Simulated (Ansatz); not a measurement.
One change: `C=C[Te][GeH3]` becomes `C=C[Se][GeH3]`.

Ansatz, PBE0-D4/def2-TZVP geometries, multiplicity 1. Each molecule was computed in one conformer, which needn't be the lowest.

Elements past krypton have def2 core potentials. Scalar relativity is left out up to krypton. Spin–orbit coupling is left out; it splits and shifts lone-pair levels of the heavy atoms by tenths of an eV.

```
                                          property  `C=C[Te][GeH3]`
  size of the dipole moment (B3LYP/def2-TZVPP) / D             0.77
size of the dipole moment (ωB97M-V/def2-TZVPP) / D             0.86
           HOMO–LUMO gap (ωB97M-V/def2-TZVPP) / eV             9.08
              HOMO–LUMO gap (PBE0/def2-TZVPP) / eV             5.26
                LUMO energy (PBE0/def2-TZVPP) / eV            -0.86
             LUMO energy (ωB97M-V/def2-TZVPP) / eV             0.91
```

(1) What does the change do to each property? (An estimate is asked.)

Answers

(1) The calculation gave: 
| property | `C=C[Se][GeH3]` | shift |
| --- | --- | --- |
| size of the dipole moment (B3LYP/def2-TZVPP) / D | 1.07 | 0.30 |
| size of the dipole moment (ωB97M-V/def2-TZVPP) / D | 1.15 | 0.29 |
| HOMO–LUMO gap (ωB97M-V/def2-TZVPP) / eV | 10.04 | 0.96 |
| HOMO–LUMO gap (PBE0/def2-TZVPP) / eV | 6.05 | 0.79 |
| LUMO energy (PBE0/def2-TZVPP) / eV | -0.42 | 0.44 |
| LUMO energy (ωB97M-V/def2-TZVPP) / eV | 1.49 | 0.58 |

With PBE0 the HOMO falls by 0.34 eV and the LUMO rises by 0.44 eV, so the gap widens by about 0.78 eV. PBE moves the HOMO by -0.27 eV and ωB97M-V by -0.39 eV. Dipoles are sizes alone; their direction can turn.

Positive LUMOs are unbound, so they and the gaps depend on the basis.

B3LYP here is the variant with VWN-RPA as its local correlation; programs differ in this.
